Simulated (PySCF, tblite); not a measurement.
C6H15OPS.
Numbering: `[CH3:1][CH2:2][CH2:3][P@@:4]([CH3:5])(=[O:6])[CH2:7][S:8][CH3:9]` (hydrogens: H10, H11, H12 on C1; H13, H14 on C2; H15, H16 on C3; H17, H18, H19 on C5; H20, H21 on C7; H22, H23, H24 on C9)

Computed geometry: GFN2-xTB, gas phase.

Q: What internal coordinates does the optimisation give?

A: 
```csv
bond,length (Å)
C1–C2,1.523
C2–C3,1.524
C3–P4,1.841
P4–C5,1.828
P4=O6,1.470
P4–C7,1.850
C7–S8,1.818
S8–C9,1.812
"C1–H10, C1–H11, C1–H12",1.088
C2–H13,1.092
C2–H14,1.093
C3–H15,1.091
C3–H16,1.094
"C5–H17, C5–H18, C5–H19",1.088
C7–H20,1.088
C7–H21,1.091
"C9–H22, C9–H23, C9–H24",1.086
```

Bonds in one row agree within 0.01 Å and their mean is given. A selection of angles:
```csv
angle,degrees
C1–C2–C3,111.9
C2–C3–P4,109.7
C3–P4–C5,105.6
C3–P4–O6,113.3
C3–P4–C7,105.2
C5–P4–O6,113.9
C5–P4–C7,104.8
O6–P4–C7,113.2
P4–C7–S8,110.3
C7–S8–C9,99.9
```

Dihedral angles: C1–C2–C3–P4 173° (antiperiplanar); C2–C3–P4–C5 -179° (antiperiplanar); C3–P4–C7–S8 163° (antiperiplanar); P4–C7–S8–C9 73° (synclinal).

P4 (phosphoryl phosphorus) is distorted tetrahedral (angles from 104.8° to 113.9°). The 3 C–P bonds span 1.828 Å (P4–C5, drawn single) to 1.850 Å (P4–C7, drawn single), a spread of 0.022 Å. Of the pairs four or more bonds apart, O6···H22 is among the closest relative to their van der Waals radii: 2.36 Å, 87 % of the sum of Bondi's values.

Point group: C1 (no symmetry element, even within 0.4 Å). Its GFN2-xTB frequencies are all real (lowest 23 cm⁻¹). One conformer, not necessarily the lowest. 3 starts were optimised and ended at 0.00, 1.20 and 3.97 kcal/mol (GFN2-xTB); the lowest of these is shown.
